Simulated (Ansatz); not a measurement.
C2H4FNOSi can be A, `C[SiH](F)N=C=O`, or B, `N#COC(F)[SiH3]`.

Gas-phase electronic energies from Ansatz, PBE0-D4/def2-TZVP geometries. CCSD(T)/CBS adds triple-zeta CCSD(T) − MP2 to the extrapolated MP2 energy (def2 sets, frozen cores). Functionals use def2-TZVPP. B3LYP here is the variant with VWN-RPA as its local correlation; programs differ in this. Each species was taken in one conformer, which may not be the lowest.

**Question.** Which isomer does CCSD(T)/CBS put lower? Give the gap. (Estimate.)

**Answer.** The calculation gave: A, by 126.6 kcal/mol.

**Question.** Give E(B) − E(A) in kcal/mol with ωB97M-V, PBE-D4, B3LYP, B3LYP-D4, r2SCAN-D4, MP2/def2-TZVPP, HF/def2-TZVPP. (Estimate.)

**Answer.** The calculation gave: ωB97M-V 126.3, PBE-D4 124.7, B3LYP 127.1, B3LYP-D4 127.3, r2SCAN-D4 131.1, MP2/def2-TZVPP 130.4, HF/def2-TZVPP 128.0. None reverses the order clearly.

Largest T1 diagnostic: 0.014.

From PBE to PBE0 (25 % exact exchange), in def2-TZVPP and without D4, E(B) − E(A) moves by +2.9 kcal/mol.
